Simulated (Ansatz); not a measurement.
Diatomic AlMo, multiplicity 6 (lowest of 2S+1 = 2, 4, 6, 8 at CCSD(T)/def2-TZVPP on PBE0 minima; our sources give no spin for the ground state, which may be another). No spin–orbit coupling. The T1 diagnostic near the minimum is 0.053, so single-reference values are doubtful.

The constants come from a fifth-degree fit in 1/R (seven points, main isotopes). In def2 and cc sets the state is the lowest found near the PBE0 minimum, followed along R.

Correlated levels freeze the inner cores; with def2 sets outer-core shells near the valence are correlated too.

Programs: Ansatz (an electronic-structure program).  In def2 rows elements past Kr take small-core potentials, without spin–orbit coupling.

Problem. What bond length and harmonic frequency does CAM-B3LYP/def2-TZVPP give?

Solution. r_e = 2.727 Å, ω_e = 228 cm⁻¹.

Problem. What bond length and harmonic frequency does wB97X-V/def2-TZVPP give?

Solution. r_e = 2.729 Å, ω_e = 232 cm⁻¹.

Problem. What bond length and harmonic frequency does B2PLYP/def2-TZVPP give?

Solution. r_e = 2.696 Å, ω_e = 239 cm⁻¹.

Doubts at one or more of the structures used: a spin-contaminated determinant (B2PLYP/def2-TZVPP).
